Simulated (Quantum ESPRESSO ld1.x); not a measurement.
Results of a calculation; reference values are marked as such.
Q: These are the eigenvalues of the occupied orbitals of an atom or ion with whole-number occupations (hartree). Level of theory: scalar-relativistic Kohn-Sham, LDA (Slater exchange, Perdew-Zunger correlation), spin-polarised, spherical densities, point nucleus (ld1.x of Quantum ESPRESSO 7.5).

| orbital | eigenvalue |
|---|---|
| 1s up | -279.140 |
| 1s down | -279.140 |
| 2s up | -33.6773 |
| 2s down | -33.6180 |
| 2p up | -28.9816 |
| 2p down | -28.9359 |
| 3s up | -4.49440 |
| 3s down | -4.37919 |
| 3p up | -3.15771 |
| 3p down | -3.04555 |
| 3d up | -1.04831 |
| 3d down | -0.94660 |

Which element is it, and in what charge state? The configuration may be excited. Open shells, if any, are filled with parallel spins first.

A: Z = 27, cobalt, charge +2: Co2+ in [Ar] 3d7. The list shows which subshells hold electrons but not how many an open one holds; the 1s level, -279.14 hartree, gives Z - s = 23.6 by -(Z - s)^2/2, which with screening and relativity narrows Z to a few neighbours, and the depths of the outer levels then fix element, charge and occupations together.
